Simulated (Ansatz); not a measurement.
Steps of a relaxation of AsH$_{6}$NOSi, SMILES `N[SiH2][AsH]O` with RKS PBE0-D4/def2-TZVP.

```sh
$ ansatz run in.yaml --threads 4 --pin off --events-out ev --progress --plain --max-ram 10444MiB
```

```yaml
crystal:
  periodic: [false, false, false]
  atoms:
    - {symbol: N, position_ang: [-1.503189, 0.181885, -0.767476]}
    - {symbol: Si, position_ang: [-0.555187, -0.947813, 0.174883]}
    - {symbol: As, position_ang: [1.204528, 0.328378, 1.231402]}
    - {symbol: O, position_ang: [1.456316, 1.152474, -0.425107]}
    - {symbol: H, position_ang: [-0.908605, 0.862604, -1.258088]}
    - {symbol: H, position_ang: [-2.236536, 0.686589, -0.259203]}
    - {symbol: H, position_ang: [0.058714, -1.982492, -0.727765]}
    - {symbol: H, position_ang: [-1.447243, -1.614452, 1.187756]}
    - {symbol: H, position_ang: [2.276361, -0.782086, 1.063358]}
    - {symbol: H, position_ang: [1.737842, 2.063713, -0.216760]}
basis:
  gaussian: {orbitals: def2-TZVP}
hamiltonian: {xc: pbe0, dispersion: d4}
relax: {f_tol: 0.005, max_steps: 150}
```

Positions (Å) and forces (eV/Å) along the path, 13 of 19 steps:

```xyz
10
step=1 energy=-72341.9171 eV
N    -1.503    0.182   -0.767    0.270    0.301    0.383
Si   -0.555   -0.948    0.175   -0.249    0.169   -0.181
As    1.205    0.328    1.231    0.050   -0.157   -0.739
O     1.456    1.152   -0.425    0.233    0.459    0.863
H    -0.909    0.863   -1.258   -0.399   -0.414    0.259
H    -2.237    0.687   -0.259    0.449   -0.338   -0.316
H     0.059   -1.982   -0.728   -0.138    0.248    0.194
H    -1.447   -1.614    1.188    0.201    0.150   -0.209
H     2.276   -0.782    1.063   -0.233    0.284   -0.015
H     1.738    2.064   -0.217   -0.184   -0.703   -0.239
10
step=4 energy=-72341.9876 eV
N    -1.565    0.142   -0.755    0.188   -0.016    0.029
Si   -0.550   -0.917    0.154   -0.093    0.054   -0.004
As    1.182    0.337    1.211   -0.022    0.082    0.021
O     1.532    1.191   -0.364    0.086    0.150    0.034
H    -1.060    0.777   -1.361   -0.090   -0.019   -0.006
H    -2.266    0.650   -0.239   -0.059    0.031   -0.003
H     0.047   -1.930   -0.747    0.024   -0.032   -0.051
H    -1.372   -1.579    1.199   -0.019   -0.038    0.019
H     2.221   -0.771    1.057    0.052   -0.058    0.005
H     1.914    2.049   -0.152   -0.069   -0.153   -0.044
10
step=5 energy=-72341.9921 eV
N    -1.585    0.143   -0.744    0.076   -0.046    0.111
Si   -0.543   -0.899    0.150   -0.053    0.005    0.034
As    1.194    0.352    1.219   -0.103   -0.031    0.005
O     1.583    1.164   -0.365    0.058    0.088   -0.006
H    -1.124    0.764   -1.391    0.010    0.060   -0.096
H    -2.289    0.648   -0.229   -0.046    0.014    0.007
H     0.054   -1.896   -0.770    0.052   -0.010   -0.046
H    -1.353   -1.588    1.185   -0.018   -0.025    0.040
H     2.222   -0.776    1.107    0.018   -0.035    0.004
H     1.923    2.038   -0.158    0.004   -0.019   -0.054
10
step=6 energy=-72341.9969 eV
N    -1.614    0.142   -0.722    0.070    0.168   -0.153
Si   -0.539   -0.882    0.144    0.056    0.016    0.019
As    1.196    0.373    1.219   -0.070   -0.110   -0.007
O     1.667    1.142   -0.364   -0.015   -0.058   -0.010
H    -1.219    0.735   -1.444   -0.068   -0.146    0.153
H    -2.320    0.645   -0.209   -0.019    0.001    0.011
H     0.074   -1.844   -0.806    0.022    0.007   -0.016
H    -1.323   -1.606    1.178    0.003   -0.008    0.026
H     2.199   -0.788    1.169   -0.033    0.040    0.004
H     1.961    2.032   -0.162    0.054    0.089   -0.027
10
step=9 energy=-72342.0040 eV
N    -1.722    0.131   -0.678    0.174    0.001   -0.162
Si   -0.522   -0.826    0.101   -0.084   -0.086   -0.025
As    1.132    0.464    1.217    0.176    0.028   -0.099
O     1.803    1.055   -0.378   -0.010    0.041    0.106
H    -1.434    0.696   -1.469   -0.101   -0.091    0.183
H    -2.432    0.595   -0.135    0.011    0.028   -0.003
H     0.161   -1.655   -0.931   -0.056    0.054    0.051
H    -1.192   -1.683    1.124    0.036    0.047   -0.060
H     2.077   -0.742    1.385   -0.093    0.076   -0.017
H     2.212    1.914   -0.234   -0.052   -0.098    0.025
10
step=10 energy=-72342.0062 eV
N    -1.707    0.126   -0.685    0.022   -0.036   -0.017
Si   -0.524   -0.835    0.110   -0.032    0.003   -0.024
As    1.140    0.462    1.212    0.056   -0.023   -0.053
O     1.785    1.079   -0.381   -0.010   -0.002    0.075
H    -1.405    0.697   -1.460   -0.027    0.001    0.011
H    -2.414    0.598   -0.144    0.003    0.013    0.001
H     0.151   -1.677   -0.912   -0.019    0.017    0.030
H    -1.206   -1.674    1.137    0.028    0.023   -0.027
H     2.066   -0.758    1.345   -0.001    0.053    0.000
H     2.198    1.932   -0.219   -0.021   -0.048    0.004
10
step=11 energy=-72342.0063 eV
N    -1.710    0.122   -0.694   -0.009   -0.010    0.053
Si   -0.528   -0.835    0.105    0.025   -0.056    0.041
As    1.147    0.449    1.213   -0.003    0.008   -0.028
O     1.781    1.084   -0.373   -0.003    0.001    0.021
H    -1.405    0.693   -1.465    0.003    0.042   -0.063
H    -2.408    0.603   -0.150    0.000    0.004    0.002
H     0.131   -1.696   -0.908    0.012    0.006   -0.008
H    -1.209   -1.659    1.141   -0.009   -0.005   -0.001
H     2.098   -0.749    1.335   -0.029   -0.008   -0.001
H     2.187    1.936   -0.200    0.013    0.017   -0.017
10
step=12 energy=-72342.0073 eV
N    -1.717    0.121   -0.686   -0.002    0.003   -0.008
Si   -0.525   -0.832    0.103   -0.009    0.006    0.002
As    1.142    0.460    1.210    0.002    0.003    0.008
O     1.800    1.079   -0.371    0.003   -0.003   -0.014
H    -1.434    0.683   -1.474   -0.001   -0.005    0.000
H    -2.414    0.601   -0.139    0.005   -0.001    0.004
H     0.142   -1.678   -0.919    0.001    0.003   -0.003
H    -1.198   -1.667    1.134    0.006   -0.004    0.002
H     2.075   -0.749    1.352   -0.004    0.002    0.001
H     2.212    1.930   -0.207   -0.001   -0.004    0.009
10
step=14 energy=-72342.0078 eV
N    -1.744    0.112   -0.679    0.010    0.009   -0.018
Si   -0.523   -0.818    0.094   -0.011    0.010   -0.017
As    1.133    0.483    1.205    0.023    0.007   -0.008
O     1.837    1.066   -0.370    0.008    0.019    0.007
H    -1.493    0.660   -1.488   -0.002   -0.025    0.031
H    -2.432    0.595   -0.122    0.004   -0.002   -0.001
H     0.155   -1.636   -0.944   -0.008    0.001    0.002
H    -1.165   -1.678    1.126    0.007    0.007   -0.007
H     2.041   -0.741    1.387   -0.007    0.009    0.001
H     2.274    1.906   -0.206   -0.024   -0.036    0.009
10
step=16 energy=-72342.0080 eV
N    -1.752    0.108   -0.678    0.003    0.008    0.000
Si   -0.522   -0.815    0.090   -0.003   -0.001   -0.001
As    1.132    0.487    1.203    0.003    0.001   -0.010
O     1.848    1.064   -0.369    0.002    0.006    0.010
H    -1.507    0.648   -1.494   -0.002   -0.009    0.011
H    -2.430    0.599   -0.117    0.003   -0.001   -0.006
H     0.152   -1.630   -0.952    0.000    0.002    0.000
H    -1.154   -1.678    1.125    0.001    0.001   -0.002
H     2.034   -0.739    1.394   -0.002    0.001    0.000
H     2.284    1.903   -0.200   -0.005   -0.008   -0.002
10
step=17 energy=-72342.0080 eV
N    -1.752    0.108   -0.677    0.000    0.005    0.004
Si   -0.522   -0.815    0.090   -0.001    0.002   -0.001
As    1.132    0.488    1.202   -0.001    0.000   -0.004
O     1.850    1.064   -0.368   -0.001    0.000    0.005
H    -1.508    0.646   -1.494   -0.001   -0.004    0.004
H    -2.429    0.601   -0.116    0.002   -0.001   -0.005
H     0.152   -1.629   -0.953    0.000    0.000   -0.001
H    -1.153   -1.679    1.125    0.000   -0.001    0.000
H     2.032   -0.739    1.395    0.001    0.000    0.000
H     2.283    1.904   -0.200    0.000   -0.001   -0.002
10
step=18 energy=-72342.0080 eV
N    -1.753    0.109   -0.677    0.000    0.001    0.005
Si   -0.523   -0.815    0.090    0.000    0.000   -0.002
As    1.131    0.487    1.202    0.000    0.000    0.002
O     1.850    1.063   -0.368   -0.001   -0.001    0.000
H    -1.509    0.645   -1.495    0.000   -0.001    0.000
H    -2.428    0.602   -0.116    0.000    0.000   -0.003
H     0.151   -1.628   -0.954    0.000    0.000   -0.001
H    -1.153   -1.680    1.124    0.000   -0.001    0.001
H     2.033   -0.739    1.396   -0.001   -0.001    0.000
H     2.282    1.904   -0.200    0.002    0.003   -0.001
10
step=19 energy=-72342.0080 eV
N    -1.752    0.109   -0.676    0.001    0.000   -0.001
Si   -0.522   -0.815    0.090   -0.002    0.001    0.000
As    1.132    0.487    1.202    0.001    0.000    0.000
O     1.850    1.063   -0.368    0.000    0.000    0.000
H    -1.509    0.643   -1.495    0.000    0.000    0.000
H    -2.429    0.603   -0.116    0.000    0.000    0.000
H     0.151   -1.627   -0.954    0.000    0.000    0.000
H    -1.153   -1.680    1.125    0.001    0.000    0.000
H     2.033   -0.739    1.396    0.000    0.000    0.000
H     2.283    1.904   -0.200    0.000    0.000    0.000
```

It took 53 s on 4 threads of an Arm Neoverse V2 on a shared host, with 0.49 GiB of host memory at the peak.
